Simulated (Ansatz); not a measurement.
Ansatz (a first-principles code) input (wB97X-V/def2-TZVP):

Ansatz 0.2 input:
```yaml
crystal:
  periodic: [false, false, false]
  atoms:
    - {symbol: Sn, position_ang: [-0.00000000, -0.00000000, -1.04855623]}
    - {symbol: Br, position_ang: [0.00000000, 0.00000000, 1.49793747]}
basis:
  gaussian:
    orbitals: def2-TZVP
hamiltonian:
  xc: {name: wB97X-V}
magnetization: {spin_polarized: true, initial_magnetization: 1}
relax: {f_tol: 0.003, max_steps: 100}
```

Output:

```
Functional definition: wB97X-V
integrals: 0.05 GiB planned
867 factors; integrals over basis functions are off by at most 3.0e-4 eV
integrals: 0.12 GiB planned
160 factors; integrals over basis functions are off by at most 2.9e-5 eV
mean field: 0.83 GiB planned
mean field evaluation 1: about -75870.9468 eV, gradient 8.5e0 eV
mean field evaluation 2: about -75871.3411 eV, gradient 7.2e0 eV
mean field evaluation 4: about -75871.5976 eV, gradient 3.6e-1 eV
mean field evaluation 8: about -75871.6142 eV, gradient 2.4e-2 eV
mean field evaluation 16: about -75871.6142 eV, gradient 3.0e-5 eV
mean field -75871.61423583 eV, -2788.2303955397 hartree, gradient 3.0e-5 eV, S^2 0.753650; 0 other end points of the search recorded, 0 dependent functions left out
the calculation of the forces begins
reference -75871.61423595 eV, -2788.2303955439 hartree; 29, 28 occupied and 69, 70 virtual orbitals, 867 factors
relax step   1: F+E_penalty+E_count = -75871.61423583 eV  Δ(F+E_penalty+E_count) = +0.000e0 eV  max|allowed force component| = 3.763e-1 eV/Å  Δτ_max = 0.0000 Å  (34 SCF iters, accepted)
these checks for a lower state are left out or cut short: starts, cluster_reference, orbital_swaps, neighbouring_geometries, increment
integrals: 0.05 GiB planned
867 factors; integrals over basis functions are off by at most 3.1e-4 eV
integrals: 0.12 GiB planned
160 factors; integrals over basis functions are off by at most 2.8e-5 eV
mean field: 0.83 GiB planned
mean field -75871.61975965 eV, -2788.2305985362 hartree, gradient 1.4e-5 eV, S^2 0.753704; 0 other end points of the search recorded, 0 dependent functions left out
the calculation of the forces begins
reference -75871.61975979 eV, -2788.2305985414 hartree; 29, 28 occupied and 69, 70 virtual orbitals, 867 factors
relax step   2: F+E_penalty+E_count = -75871.61975965 eV  Δ(F+E_penalty+E_count) = -5.524e-3 eV  max|allowed force component| = 1.964e-1 eV/Å  Δτ_max = 0.0275 Å  (39 SCF iters, accepted)
these checks for a lower state are left out or cut short: starts, cluster_reference, orbital_swaps, neighbouring_geometries, increment
integrals: 0.05 GiB planned
867 factors; integrals over basis functions are off by at most 3.1e-4 eV
integrals: 0.12 GiB planned
160 factors; integrals over basis functions are off by at most 2.8e-5 eV
mean field: 0.83 GiB planned
mean field evaluation 32: about -75871.6215 eV, gradient 7.7e-5 eV
mean field -75871.62145583 eV, -2788.2306608697 hartree, gradient 2.2e-5 eV, S^2 0.753685; 0 other end points of the search recorded, 0 dependent functions left out
the calculation of the forces begins
reference -75871.62145597 eV, -2788.2306608746 hartree; 29, 28 occupied and 69, 70 virtual orbitals, 867 factors
relax step   3: F+E_penalty+E_count = -75871.62145583 eV  Δ(F+E_penalty+E_count) = -1.696e-3 eV  max|allowed force component| = 1.414e-2 eV/Å  Δτ_max = 0.0094 Å  (39 SCF iters, accepted)
these checks for a lower state are left out or cut short: starts, cluster_reference, orbital_swaps, neighbouring_geometries, increment
integrals: 0.05 GiB planned
867 factors; integrals over basis functions are off by at most 3.1e-4 eV
integrals: 0.12 GiB planned
160 factors; integrals over basis functions are off by at most 2.8e-5 eV
mean field: 0.83 GiB planned
mean field -75871.62146499 eV, -2788.2306612063 hartree, gradient 5.8e-5 eV, S^2 0.753686; 0 other end points of the search recorded, 0 dependent functions left out
the calculation of the forces begins
reference -75871.62146513 eV, -2788.2306612112 hartree; 29, 28 occupied and 69, 70 virtual orbitals, 867 factors
relax step   4: F+E_penalty+E_count = -75871.62146499 eV  Δ(F+E_penalty+E_count) = -9.159e-6 eV  max|allowed force component| = 1.695e-3 eV/Å  Δτ_max = 0.0007 Å  (28 SCF iters, accepted)
integrals: 0.05 GiB planned
867 factors; integrals over basis functions are off by at most 3.1e-4 eV
integrals: 0.12 GiB planned
160 factors; integrals over basis functions are off by at most 2.8e-5 eV
mean field: 0.83 GiB planned
mean field -75871.62146499 eV, -2788.2306612063 hartree, gradient 5.8e-5 eV, S^2 0.753686; 1 other end points of the search recorded, 0 dependent functions left out
the calculation of the forces begins
reference -75871.62146513 eV, -2788.2306612112 hartree; 29, 28 occupied and 69, 70 virtual orbitals, 867 factors
Total energy: -75871.62146513 eV, -2788.2306612112 hartree
Atom 0 at    -0.000000     0.000000    -1.029732 Å, force    -0.000000    -0.000000    -0.001695 eV/Å
Atom 1 at     0.000000    -0.000000     1.479114 Å, force     0.000000     0.000000     0.001695 eV/Å
Dipole moment:     0.000000    -0.000000    -0.557107 e Å
```
